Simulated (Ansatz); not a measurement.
Relaxation of BGeH6N (9 atoms, charge 0, multiplicity 1), to a largest force component of 0.015 eV/Å in at most 40 steps.

These are results of RKS B3LYP/def2-SVP in Ansatz 0.2.0, not measurements.

```xyz
9
Properties=species:S:1:pos:R:3
N -1.047 0.632 -1.139
B 0.002 0.743 -0.104
Ge 0.469 -0.903 0.934
H -0.694 0.030 -1.897
H -1.162 1.615 -1.608
H 0.566 1.780 0.108
H 2.022 -1.239 0.708
H -0.341 -2.076 0.479
H 0.273 -0.626 2.500
```

**Question.** Where does it end, and by what steps?

**Answer.** The forces met the threshold. The force dipped under the threshold on the way, but the program's further checks kept it going. After 14 steps the energy has fallen by 1.000 eV; H4 moved furthest, 0.66 Å.

```csv
step,energy less start (eV),largest force component (eV/Å),accepted
0,0.0000,3.117,yes
1,-0.5046,2.317,yes
2,-0.8316,0.921,yes
3,-0.9527,0.578,yes
4,-0.8985,0.591,no
5,-0.9931,0.052,yes
6,-0.9969,0.031,yes
7,-0.9961,0.130,no
8,-0.9957,0.105,no
9,-0.9980,0.021,yes
10,-0.9989,0.051,yes
11,-0.9989,0.072,no
12,-0.9994,0.019,yes
13,-0.9995,0.012,yes
14,-0.9996,0.006,yes
```

```xyz
9
Properties=species:S:1:pos:R:3
N -0.801 0.768 -1.237
B 0.069 0.820 -0.156
Ge 0.543 -0.895 0.916
H -1.249 -0.082 -1.565
H -1.054 1.587 -1.781
H 0.543 1.890 0.145
H 2.062 -1.198 0.893
H -0.171 -2.157 0.359
H 0.147 -0.779 2.408
```

Whether the end is a true minimum wasn't checked by a vibrational analysis.

Run time: 3.7 min on 1 thread of Intel(R) Xeon(R) Processor @ 2.50GHz (Skylake/Cascade Lake) (shared host), peak memory 0.19 GiB.
